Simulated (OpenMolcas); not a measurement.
# Lines of Ni III: computed and rescaled rates

| Quantity | Value |
| --- | --- |
| Program | OpenMolcas 26.06 |
| Method | SS-CASPT2, IPEA 0.25 Eh, imaginary shift 0.1 Eh (closed shells correlated: 3s 3p) |
| Basis | ANO-R3 [7s5p5d3f2g1h] |
| Scalar Hamiltonian | X2C, finite nucleus |
| Active space | 8 electrons in 5 orbitals (3d) |
| State averaging | 2S+1 = 3 even, 10 roots; 2S+1 = 1 even, 15 roots |
| Spin-orbit coupling | state interaction with AMFI integrals over the reference wave functions, term energies averaged over their components |

Rates come from the transition moments of the reference wave functions (E1 and E2 in the length form). At fixed line strength A goes as λ^-3 for E1 and M1 and as λ^-5 for E2, so a rate at the computed wavelength can be rescaled to the measured one. Measured vacuum wavelengths follow from level energies in Corliss and Sugar, J. Phys. Chem. Ref. Data 10, 197 (1981). Branching counts decays inside the model space alone, at computed energies, and the table is only a selection of the E2 and M1 lines, drawn from those between levels with measured partners whose computed energy lies within a factor of 1.5 of the measured one.

| Upper | Lower | Type | λ computed (nm) | λ measured (nm) | A computed (s-1) | A rescaled (s-1) | Branching % |
| --- | --- | --- | --- | --- | --- | --- | --- |
| 3d⁸ ¹S₀ | 3d⁸ ¹D₂ | E2 | 255.3 | 259.7 | 1.46e+01 | 1.34e+01 | 70.0 |
| 3d⁸ ¹S₀ | 3d⁸ ³P₁ | M1 | 285.5 | 281.3 | 5.19e+00 |  | 24.9 |
| 3d⁸ ¹S₀ | 3d⁸ ³P₂ | E2 | 282.3 | 278.8 | 8.46e-01 |  | 4.0 |
| 3d⁸ ¹D₂ | 3d⁸ ³F₃ | M1 | 845.8 | 789.2 | 5.05e-01 |  | 70.6 |
| 3d⁸ ¹G₄ | 3d⁸ ³F₄ | M1 | 436.6 | 432.7 | 3.48e-01 |  | 66.4 |
| 3d⁸ ¹S₀ | 3d⁸ ³F₂ | E2 | 199.7 | 199 | 2.25e-01 |  | 1.1 |
| 3d⁸ ¹D₂ | 3d⁸ ³F₂ | M1 | 916.2 | 850.2 | 2.08e-01 |  | 29.1 |
| 3d⁸ ¹G₄ | 3d⁸ ³F₃ | M1 | 464.2 | 459.8 | 1.74e-01 |  | 33.2 |
| 3d⁸ ³P₂ | 3d⁸ ¹D₂ | M1 | 2674 | 3802 | 1.43e-01 |  | 51.4 |
| 3d⁸ ³P₁ | 3d⁸ ¹D₂ | M1 | 2415 | 3394 | 1.15e-01 |  | 62.4 |
| 3d⁸ ³P₂ | 3d⁸ ³F₄ | E2 | 590.9 | 600.2 | 6.75e-02 | 6.24e-02 | 24.2 |
| 3d⁸ ³F₃ | 3d⁸ ³F₄ | M1 | 7350 | 7349 | 6.58e-02 | 6.58e-02 | 100.0 |
| 3d⁸ ³P₀ | 3d⁸ ³F₂ | E2 | 653 | 668.4 | 5.89e-02 | 5.24e-02 | 98.4 |
| 3d⁸ ³P₂ | 3d⁸ ³F₃ | M1 | 642.6 | 653.6 | 4.95e-02 |  | 17.8 |
| 3d⁸ ³P₁ | 3d⁸ ³F₃ | E2 | 626.4 | 640.3 | 4.76e-02 | 4.27e-02 | 25.8 |
| 3d⁸ ³F₂ | 3d⁸ ³F₃ | M1 | 11010 | 11000 | 2.68e-02 | 2.69e-02 | 100.0 |
| 3d⁸ ³P₁ | 3d⁸ ³F₂ | E2 | 664.2 | 679.9 | 1.73e-02 | 1.54e-02 | 9.4 |
| 3d⁸ ³P₂ | 3d⁸ ³F₃ | E2 | 642.6 | 653.6 | 1.19e-02 | 1.09e-02 | 4.3 |
| 3d⁸ ³P₂ | 3d⁸ ³F₂ | M1 | 682.4 | 694.8 | 5.52e-03 |  | 2.0 |
| 3d⁸ ³P₁ | 3d⁸ ³F₂ | M1 | 664.2 | 679.9 | 3.08e-03 |  | 1.7 |
| 3d⁸ ³P₁ | 3d⁸ ³P₂ | M1 | 24940 | 31630 | 1.35e-03 | 6.62e-04 | 0.7 |
| 3d⁸ ³P₀ | 3d⁸ ³P₁ | M1 | 38800 | 39540 | 9.26e-04 | 8.75e-04 | 1.5 |

Spin-changing lines and M1 lines between different terms are not rescaled, since their strength hangs on the term gaps too.

The largest correction is for 3d⁸ ³P₁ → 3d⁸ ³P₂ (M1): 1.35e-03 × (24940 / 31630)^3 = 6.62e-04 s-1, a factor of 0.49.

The computed rate and branching of 3d⁸ ³F₃ → 3d⁸ ³F₄ give the upper level a radiative lifetime of 1.000 / 6.58e-02 s-1 = 1.52e+01 s, counting decays inside the model space alone. The rescaled rate gives about 1.5e+01 s.

These are rates of the free ion; in crystals, glasses and complexes forced electric-dipole and non-radiative decay shorten such lifetimes by orders of magnitude. No measured rate stands beside these. Rescaling mends the energy factor alone: line strengths can still be far off where a level mixes with configurations outside the active space, and weak or spin-changing lines hang on small mixing coefficients that depend on the term gaps too, so rescaling need not improve them.

CASPT2 breaks the degeneracy within a term, and the mean is taken; among the terms shown or strongly mixed into the levels shown the widest spread is 820 cm-1 (3d⁸ ³F). Some levels mix across a computed gap that differs much from the measured one, so their mixing is not that of the real levels. Measured partners are found by configuration, term and J. A level has none where our copy of the source lacks it or the pairing is in doubt (some pairs that miss far off the trend of their configuration count as doubtful). Levels of configurations outside the active space are missing.
